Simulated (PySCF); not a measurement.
## Which enantiomer?

Computed with TDDFT B3LYP/aug-cc-pVDZ circular dichroism and optical rotation, one conformer, gas phase in PySCF 2.14.0. Geometry: GFN2-xTB.

Values for one enantiomer of C6H6ClN, R in 10⁻⁴⁰ esu² cm² (velocity form):
```tsv
λ (nm)	f	R
200	0.122	+25.4
197	0.0008	-0.2
193	0.002	-2.4
190	0.053	-0.9
184	0.002	+14.6
182	0.020	-30.2
179	0.003	+3.6
177	0.012	+0.4
176	0.001	-6.7
173	0.004	+4.0
169	0.002	+3.5
168	0.008	+5.1
166	0.036	-6.4
165	0.016	-1.9
164	0.009	-9.5
162	0.013	+7.0
```

[α] at 589.3 nm: +115 deg dm⁻¹ (g/mL)⁻¹ (origin-invariant length gauge).

Question: Which structure gives these signs?
A. C=C1C[C@H](Cl)[C@@H]1C#N
B. C=C1C[C@@H](Cl)[C@H]1C#N

Answer: A. Its CIP labels in SMILES order are S, S; the other enantiomer gives every sign reversed.

Geometry of C=C1C[C@H](Cl)[C@@H]1C#N as run:
```xyz
14

C     1.956    0.663   -0.221
C     0.783    0.089   -0.070
C     0.161   -1.199   -0.534
C    -1.050   -0.903    0.363
Cl   -2.633   -0.919   -0.448
C    -0.469    0.497    0.689
C    -1.154    1.608    0.085
N    -1.675    2.499   -0.406
H     2.736    0.197   -0.799
H     2.182    1.618    0.222
H     0.710   -2.109   -0.297
H    -0.082   -1.200   -1.596
H    -1.132   -1.547    1.238
H    -0.334    0.705    1.754
```
